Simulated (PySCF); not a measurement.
Job file and geometry (Å, from GFN2-xTB) of an NMR shielding run on `CC(=S)[SiH2]n1cccc1`, C6H9NSSi, GIAO PBE0/pcSseg-1 NMR shielding, non-relativistic, gas phase (PySCF 2.14.0, density-fitted response routines); density fitting, a coarse starting grid and PySCF grid level 2 are the driver's defaults:

```
$ OMP_NUM_THREADS=1 python probes_run.py task.json out

{"job": {"kind": "nmr", "xc": "PBE0", "basis": "pcSseg-1"}, "charge": 0, "multiplicity": 1}
C     -2.279804     0.612893     0.600002
C     -2.158830    -0.594052    -0.258000
S     -3.200152    -1.837316    -0.109898
Si    -0.797177    -0.661533    -1.584273
N      0.680095    -0.173990    -0.791029
C      1.697778     0.559349    -1.345142
C      2.715887     0.672789    -0.451575
C      2.321763    -0.029295     0.714164
C      1.082248    -0.532784     0.472593
H     -2.493727     1.480306    -0.026958
H     -3.070165     0.500044     1.339860
H     -1.330936     0.810290     1.100751
H     -1.079393     0.347631    -2.605172
H     -0.679845    -2.019123    -2.107416
H      1.602876     0.943733    -2.341024
H      3.640817     1.196411    -0.594046
H      2.894477    -0.139434     1.614054
H      0.445328    -1.129601     1.096692
```

Q: Write the output of this run.

A: 
```
coarse grid: 16408 points
cycle   1  E = -975.6917595378  dE =  1.452e+00  |g| = 4.691e-01  |ddm| = 4.099e+00
cycle   2  E = -975.6271456629  dE =  6.461e-02  |g| = 6.863e-01  |ddm| = 1.234e+00
cycle   3  E = -975.7474464884  dE = -1.203e-01  |g| = 1.688e-01  |ddm| = 8.503e-01
cycle   4  E = -975.7544137927  dE = -6.967e-03  |g| = 5.217e-02  |ddm| = 2.115e-01
cycle   5  E = -975.7550756833  dE = -6.619e-04  |g| = 1.637e-02  |ddm| = 6.864e-02
cycle   6  E = -975.7551400970  dE = -6.441e-05  |g| = 6.292e-03  |ddm| = 2.139e-02
cycle   7  E = -975.7551490050  dE = -8.908e-06  |g| = 1.676e-03  |ddm| = 6.277e-03
final grid: 150264 points
cycle   8  E = -975.8086937070  dE = -2.720e-05  |g| = 1.102e-02  |ddm| = 3.414e-02
cycle   9  E = -975.8086321622  dE =  6.154e-05  |g| = 1.878e-02  |ddm| = 2.790e-02
cycle  10  E = -975.8087206283  dE = -8.847e-05  |g| = 3.491e-03  |ddm| = 2.077e-02
cycle  11  E = -975.8087239701  dE = -3.342e-06  |g| = 3.470e-04  |ddm| = 3.753e-03
cycle  12  E = -975.8087239898  dE = -1.964e-08  |g| = 1.613e-04  |ddm| = 3.707e-04
cycle  13  E = -975.8087239948  dE = -4.979e-09  |g| = 4.694e-05  |ddm| = 1.442e-04
cycle  14  E = -975.8087239952  dE = -4.709e-10  |g| = 2.141e-05  |ddm| = 6.512e-05
converged SCF energy = -975.8087239952

GIAO shielding tensors (ppm)
atom      isotropic    diamagn.    paramagn.     s11        s22        s33       span
  0 C      134.434     248.796    -114.362     96.761    129.024    177.517     80.757
  1 C     -139.445     262.647    -402.092   -331.436   -249.946    163.049    494.485
  2 S    -1003.381    1055.602   -2058.983  -3004.880   -616.902    611.639   3616.519
  3 Si     393.342     881.531    -488.189    339.908    387.789    452.329    112.421
  4 N       95.677     330.486    -234.809     12.281     67.265    207.484    195.203
  5 C       59.186     249.458    -190.272    -21.717     64.555    134.721    156.438
  6 C       69.171     257.478    -188.307    -14.284     59.508    162.289    176.573
  7 C       67.239     256.164    -188.925    -17.554     57.512    161.760    179.314
  8 C       60.601     253.327    -192.726    -21.133     63.415    139.521    160.654
  9 H       28.209      29.606      -1.397     24.639     28.410     31.577      6.939
 10 H       28.132      30.155      -2.023     25.805     26.917     31.673      5.868
 11 H       27.649      32.090      -4.441     22.809     28.380     31.756      8.947
 12 H       26.208      29.971      -3.763     23.278     25.263     30.085      6.808
 13 H       26.506      29.144      -2.638     22.947     24.988     31.585      8.638
 14 H       24.882      30.336      -5.454     21.590     25.770     27.287      5.697
 15 H       25.034      31.007      -5.973     22.765     25.496     26.840      4.076
 16 H       24.958      31.981      -7.023     22.617     25.401     26.857      4.240
 17 H       25.170      33.465      -8.296     21.834     25.516     28.160      6.326
```

Q: Turn these shieldings into chemical shifts. Scale: 13C (σ = 186.93 ppm), 29Si (σ = 349.16 ppm), 1H (σ = 31.72 ppm) against TMS; 33S (σ = 503.73 ppm) against CS2; 15N (σ = 267.73 ppm) against NH3 (reference shieldings calculated alike).

A: Averaging equivalent atoms: C 1: 326.4; C 5/8: 127.0; C 6/7: 118.7; C 0: 52.5; S 2: 1507; Si 3: -44.2; N 4: 172.1; H 15/16: 6.72; H 14/17: 6.69; H 12/13: 5.36; H 9/10/11: 3.72 ppm. Experimental scales use liquid or dissolved standards, which lie at an offset from isolated NH3 (liquid NH3: subtract about 20 ppm). Unscaled 15N shifts of sp2 nitrogen come out 20 to 40 ppm too high even then.

Size and cost of the density-fitted run: 212 basis functions, 62 s wall time on 1 thread of an Arm Neoverse V1, shared host; peak memory 0.93 GiB.
